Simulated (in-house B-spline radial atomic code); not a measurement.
## V V (V4+): 1s1 2s2 2p6 3s2 3p6 3d2 (with a hole in an inner shell)

Level of theory: Dirac-Hartree-Fock, average of configuration, Fermi nucleus of rms radius 3.6002 fm; calculated with an all-electron radial atomic-structure program (B-spline basis).

Effective charges: Z_r = [3n² - l(l+1)]/(2<r>) from the radius, Z_e = n√(-2ε) from the energy, and Slater's rules. Values are occupation-weighted means over j.

| shell | electrons | ε (eV) | <r> (bohr) | Z_r | Z_e | Slater |
| --- | --- | --- | --- | --- | --- | --- |
| 1s | 1 | -5877.1 | 0.06587 | 22.77 | 20.78 | 23.00 |
| 2s | 2 | -767.12 | 0.2963 | 20.25 | 15.02 | 19.70 |
| 2p | 6 | -667.66 | 0.2602 | 19.22 | 14.01 | 19.70 |
| 3s | 2 | -149.13 | 0.8876 | 15.21 | 9.93 | 12.75 |
| 3p | 6 | -115.75 | 0.922 | 13.56 | 8.75 | 12.75 |
| 3d | 2 | -69.059 | 1.008 | 10.42 | 6.76 | 5.65 |

The least bound orbital is 3d5/2 at -69.01 eV, and it is also the most diffuse (<r> = 1.009 bohr). The part-filled 1s shell lies below the filled 3p shell in orbital energy.

Spin-orbit splittings of the orbital energies (j = l + 1/2 above j = l - 1/2 when positive): 2p 8.472 eV, 3p 1.139 eV, 3d 0.1151 eV.

For the 1s electron the small component carries 0.693 % of the norm, the zero-frequency Breit interaction raises the level by 1.678 eV, self-energy by 2.762 eV, and vacuum polarisation lowers it by 0.2199 eV.
